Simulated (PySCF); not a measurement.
# C₆ coefficients of unlike pairs at PBE0

Calculated with PySCF 2.14 from the dipole response of each species, C₆(A,B) = (3/π) ∫ α_A(iu) α_B(iu) du, in atomic units, from isotropic polarisabilities. For ions this is the dispersion term alone; charge-induced terms of lower order in 1/R come first.

```json
{"species": "V(2+)", "configuration": "[Ar] 3d3 (4F)", "basis": "def2-QZVPPD (11s6p5d3f2g)", "relativity": "none", "α (bohr³)": "4.445", "C₆ (like pair)": "13.40"}
{"species": "Ti(2+)", "configuration": "[Ar] 3d2 (3F)", "basis": "def2-TZVPPD (6s6p4d2f1g)", "relativity": "none", "α (bohr³)": "4.728", "C₆ (like pair)": "14.17"}
{"species": "In(3+)", "configuration": "[Kr] 4d10 (1S)", "basis": "aug-cc-pwCVDZ-PP with ECP28MDF (6s5p4d1f)", "relativity": "core potential", "α (bohr³)": "2.708", "C₆ (like pair)": "10.65"}
{"species": "P+", "configuration": "[Ne] 3s2 3p2 (3P)", "basis": "aug-cc-pCVTZ-DK with one added diffuse shell each of s, p, d, f type (9s8p6d4f)", "relativity": "spin-free X2C", "α (bohr³)": "14.28", "C₆ (like pair)": "73.63"}
```

**Question.** Estimate C₆ for P+ with Ti(2+).

**Answer.** The integral gives 30.25. The combination rule 2 C_A C_B / (C_A α_B/α_A + C_B α_A/α_B) gives 31.06 and the geometric mean 32.30.

No spin-orbit coupling is included.

The other pairs:

| pair | C₆ |
| --- | --- |
| In(3+), V(2+) | 11.48 |
| P+, V(2+) | 29.18 |
| P+, In(3+) | 22.32 |
| Ti(2+), V(2+) | 13.77 |
| In(3+), Ti(2+) | 11.72 |
